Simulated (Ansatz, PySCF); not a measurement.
This PySCF input computes a r2SCAN/def2-TZVPD energy:

```python
from pyscf import gto, scf, dft

mol = gto.M(
    atom='''
    B     0.06851465   -0.41578008   -0.07649242
    Cl   -0.21456751    1.30209956    0.23955152
    O     1.36495875   -0.81329309   -0.18437089
    O    -1.03192754   -1.20770161   -0.18743813
    H     1.50716200   -1.74913713   -0.35620216
    H    -0.86633733   -2.13969732   -0.35923947
    ''',
    basis='def2-tzvpd',
    charge=0,
    spin=0,
    verbose=4,
)

mf = dft.RKS(mol, xc='r2scan').density_fit(auxbasis='def2-universal-jkfit')
mf.grids.level = 4
mf.conv_tol = 1e-9
mf.max_cycle = 100
mf.max_memory = 1500
mf.kernel()
if not mf.converged:
    mf = mf.newton()
    mf.kernel(mf.make_rdm1())
mf.analyze()
```

Question: Write an input for the same energy in Ansatz (a program for electronic structure) and say what it gives.

Answer: 
Ansatz 0.2 input:
```yaml
crystal:
  periodic: [false, false, false]
  atoms:
    - {symbol: B, position_ang: [0.06851465, -0.41578008, -0.07649242]}
    - {symbol: Cl, position_ang: [-0.21456751, 1.30209956, 0.23955152]}
    - {symbol: O, position_ang: [1.36495875, -0.81329309, -0.18437089]}
    - {symbol: O, position_ang: [-1.03192754, -1.20770161, -0.18743813]}
    - {symbol: H, position_ang: [1.50716200, -1.74913713, -0.35620216]}
    - {symbol: H, position_ang: [-0.86633733, -2.13969732, -0.35923947]}
basis:
  gaussian:
    orbitals: def2-TZVPD
hamiltonian:
  xc: {name: r2SCAN}
output: {forces: true}
```
It gives -636.82404 Eh, and PySCF -636.82409 Eh, a difference of 0.05 mEh, from the treatment of integrals and grids.
